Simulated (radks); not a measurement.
Species: Hf. Configuration: [Xe] 4f14 5d2 6s2.

Calculated with a radial shooting solver on a logarithmic mesh with Libxc functionals: scalar-relativistic Kohn-Sham, PBEsol, spin-polarised, spherical densities, point nucleus; open shells are filled with parallel spins first (spin-orbit coupling, left out, can overturn this in heavy ions); hard spherical wall at 12 bohr.

Energy parts (eV):
part                       energy
total                  -410175.78
kinetic                 449451.24
electron-nucleus      -1012100.09
Hartree                 160719.27
exchange-correlation     -8246.20

Orbitals (lengths in bohr, moments of r in powers of bohr; r(max) is where P^2 peaks; r(90%) holds 90 % of the orbital's charge):
| orbital | occ. | eigenvalue (eV) | <r^4> | r(max) | r(90%) | <r^2> |
|---|---|---|---|---|---|---|
| 1s down | 1 | -65263.54 | 6.623e-07 | 0.01190 | 0.0345 | 0.0004951 |
| 1s up | 1 | -65263.54 | 6.623e-07 | 0.01190 | 0.0345 | 0.0004951 |
| 2s up | 1 | -11161.45 | 0.0001007 | 0.06808 | 0.125 | 0.007643 |
| 2s down | 1 | -11161.40 | 0.0001007 | 0.06808 | 0.125 | 0.007643 |
| 2p up | 3 | -9801.051 | 0.00007820 | 0.05568 | 0.117 | 0.006286 |
| 2p down | 3 | -9801.009 | 0.00007820 | 0.05568 | 0.117 | 0.006286 |
| 3s up | 1 | -2542.798 | 0.003735 | 0.1922 | 0.306 | 0.04980 |
| 3s down | 1 | -2542.792 | 0.003735 | 0.1922 | 0.306 | 0.04980 |
| 3p up | 3 | -2136.470 | 0.003991 | 0.1898 | 0.312 | 0.05044 |
| 3p down | 3 | -2136.462 | 0.003991 | 0.1898 | 0.312 | 0.05044 |
| 3d up | 5 | -1655.526 | 0.003096 | 0.1546 | 0.294 | 0.04188 |
| 3d down | 5 | -1655.499 | 0.003096 | 0.1546 | 0.294 | 0.04188 |
| 4s up | 1 | -511.8482 | 0.08919 | 0.4374 | 0.673 | 0.2477 |
| 4s down | 1 | -511.8188 | 0.08919 | 0.4374 | 0.673 | 0.2477 |
| 4p up | 3 | -378.5432 | 0.1190 | 0.4583 | 0.724 | 0.2820 |
| 4p down | 3 | -378.5158 | 0.1189 | 0.4583 | 0.724 | 0.2820 |
| 4d up | 5 | -206.3601 | 0.1801 | 0.4710 | 0.804 | 0.3326 |
| 4d down | 5 | -206.3227 | 0.1799 | 0.4710 | 0.804 | 0.3325 |
| 5s up | 1 | -67.1599 | 3.157 | 1.016 | 1.64 | 1.455 |
| 5s down | 1 | -66.5797 | 3.102 | 1.014 | 1.63 | 1.444 |
| 5p up | 3 | -35.8370 | 6.719 | 1.161 | 1.98 | 2.064 |
| 5p down | 3 | -35.0001 | 6.560 | 1.157 | 1.97 | 2.039 |
| 4f up | 7 | -16.7641 | 1.007 | 0.4544 | 1.15 | 0.6007 |
| 4f down | 7 | -16.6166 | 0.9560 | 0.4542 | 1.14 | 0.5907 |
| 6s up | 1 | -5.4561 | 268.1 | 2.867 | 5.00 | 13.01 |
| 6s down | 1 | -4.5886 | 321.7 | 2.946 | 5.25 | 14.14 |
| 5d up | 2 | -3.1186 | 122.8 | 1.701 | 4.05 | 7.485 |
| 5d down | 0 | -2.0270 | 169.7 | 1.688 | 4.38 | 8.505 |
| 6p up | 0 | -1.4937 | 988.8 | 3.933 | 7.10 | 25.35 |
| 6p down | 0 | -1.0345 | 1193 | 4.139 | 7.48 | 28.06 |
| 7s up | 0 | 0.7894 | 3837 | 7.491 | 9.58 | 55.54 |
| 7s down | 0 | 1.0133 | 3991 | 7.657 | 9.65 | 56.58 |
| 5f up | 0 | 3.2270 | 4307 | 7.876 | 9.80 | 60.28 |
| 5f down | 0 | 3.3457 | 4443 | 7.955 | 9.84 | 61.47 |

The highest occupied level is 5d up at -3.119 eV. Summed over all electrons, <r^2> = 72.06 bohr^2, which gives a Langevin (diamagnetic) susceptibility term of -57.1 x 10^-6 cm^3/mol.
